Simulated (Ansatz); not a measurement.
C$_{4}$H$_{6}$ClN$_{2}$Pd, charge +1, singlet, geometry from GFN2-xTB (such geometries of metal compounds can be far from the true shape) (the multiplicity is a formal guess) (core potentials on Pd); R2SCAN/def2-SV(P) run with Ansatz (a program for electronic structure).

Here is a job for Ansatz.
Ansatz 0.2 input:
```yaml
crystal:
  periodic: [false, false, false]
  atoms:
    - {symbol: Pd, position_ang: [-0.35637324, 0.01987576, 0.12555418]}
    - {symbol: Cl, position_ang: [1.70157818, -0.08856845, -0.59531569]}
    - {symbol: C, position_ang: [0.91244756, -2.41756458, 3.64946867]}
    - {symbol: C, position_ang: [0.47059379, -1.64451613, 2.55105356]}
    - {symbol: N, position_ang: [0.10048793, -1.01478026, 1.65948693]}
    - {symbol: H, position_ang: [1.35811432, -1.76683907, 4.40358317]}
    - {symbol: H, position_ang: [1.66151121, -3.13512869, 3.31009091]}
    - {symbol: H, position_ang: [0.07403315, -2.95776244, 4.09176749]}
    - {symbol: C, position_ang: [-1.33507777, 2.43348223, -3.50559061]}
    - {symbol: C, position_ang: [-1.06675793, 1.67400875, -2.34345676]}
    - {symbol: N, position_ang: [-0.85896022, 1.05539646, -1.39344341]}
    - {symbol: H, position_ang: [-0.60302534, 2.18597443, -4.27633716]}
    - {symbol: H, position_ang: [-1.26632658, 3.49827300, -3.27718291]}
    - {symbol: H, position_ang: [-2.33589425, 2.21008696, -3.87820079]}
basis:
  gaussian:
    orbitals: def2-SV_P_.json
    final_grid: {core_spheres: 4, valence_spheres: 8, degree: 17}
hamiltonian:
  xc: r2scan
total_charge: 1
```
The basis file holds def2-SV(P) in the JSON format of the Basis Set Exchange.

Output, abridged:

```
Functional definition: r2SCAN
1744 factors; their error is unknown
mean field evaluation 1: about -23189.1699 eV, gradient 9.2e1 eV
mean field evaluation 2: about -23084.9543 eV, gradient 2.4e2 eV
mean field evaluation 4: about -23207.3175 eV, gradient 2.5e1 eV
mean field evaluation 8: about -23208.6882 eV, gradient 2.0e-1 eV
mean field evaluation 16: about -23208.8702 eV, gradient 5.0e-3 eV
mean field -23208.87023978 eV, -852.9102497745 hartree, gradient 2.9e-5 eV, S^2 0.000000; 0 other end points of the search recorded, 0 dependent functions left out
reference -23208.87026190 eV, -852.9102505876 hartree; 39, 39 occupied and 99, 99 virtual orbitals, 1744 factors
Total energy: -23208.87026190 eV, -852.9102505876 hartree
```
